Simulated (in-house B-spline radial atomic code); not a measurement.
Ionisation energies along the 66-electron series, configuration 1s2 2s2 2p6 3s2 3p6 3d10 4s2 4p6 4d10 4f5/2(6) 4f7/2(6) 5s2 5p6, as differences of self-consistent energies. Dirac energy differences include first-order Breit, QED and recoil terms. NIST's values go from ground level to ground level; the uncertainty of those that are theory runs from under 0.1 % in few-electron ions to several per cent in heavy many-electron ones. Computed with a radial B-spline atomic code at the basis-set limit: Dirac-Hartree-Fock, jj configuration that fills j = l - 1/2 first, finite nuclei.

Some pairs differ by more than the removed electron.

A number in brackets counts the electrons of a j subshell.

```csv
ion,configuration after,ionisation energy (eV),IE/(q+1)² (eV),-ε less Coulomb ΔSCF (eV),Breit and QED recoil part (eV),tabulated value (eV),tabulated kind,computed minus tabulated (eV)
Er2+,[Xe] 4f5/2(6) 4f7/2(5),20.13,2.2362,6.4636,0.14898,22.7,semi-empirical,-2.57
Tm3+,[Xe] 4f5/2(6) 4f7/2(5),40.58,2.5363,6.2561,0.17666,42.41,semi-empirical,-1.83
Yb4+,[Kr] 4d10 4f5/2(6) 4f7/2(6) 5s2 5p1/2(2) 5p3/2(3),77.74,3.1097,-,-0.068019,-,-,-
Lu5+,[Kr] 4d10 4f5/2(6) 4f7/2(7) 5s2 5p1/2(2) 5p3/2(2),109.40,3.0389,-,-0.35284,98,tabulated theory,11.40
```
